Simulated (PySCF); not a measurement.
A structure optimised at PBE-D3(BJ)/def2-SVP, used in a PySCF frequency run:

```xyz
5

Ta     0.0000     0.0000    -0.0055
O      0.0000     0.0000    -1.7338
F      1.5671     0.9048     0.5287
F      0.0000    -1.8096     0.5287
F     -1.5671     0.9048     0.5287
```

Task: Write its SMILES, formula and point group.

Result: [O]=[Ta]([F])([F])[F], F₃OTa, C3v

Task: What are its rotational constants (standard atomic weights)?

Result: 3.2120, 3.2120, 2.7078 GHz
